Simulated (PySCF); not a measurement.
# Sn²⁺ (tin, charge +2): UHF calculation

Configuration: [Kr] 4d10 5s2, closed-shell 1S. Computed with PySCF 2.14 in aug-cc-pVDZ-PP with ECP28MDF (5s4p3d, 32 functions), with scalar relativity through the core potential.

```
Total energy             : -212.579230 hartree
One-electron energy      : -362.4585 hartree
Hartree (Coulomb) energy : 166.5649 hartree
Exchange energy          : -16.6856 hartree
⟨S²⟩                     : 0.0000
⟨L²⟩                     : 0.000
Sum of ⟨r⟩               : 22.51 bohr
Sum of ⟨r²⟩              : 32.37 bohr²
```

```csv
shell,electrons,mean orbital energy (eV),"rms radius, mean of both spins (bohr)"
4s,2,-176.89,0.878
4p,6,-127.48,0.953
4d,10,-52.994,1.17
5s,2,-28.789,2.42
```

Energies and moments cover only the electrons outside the core potential.
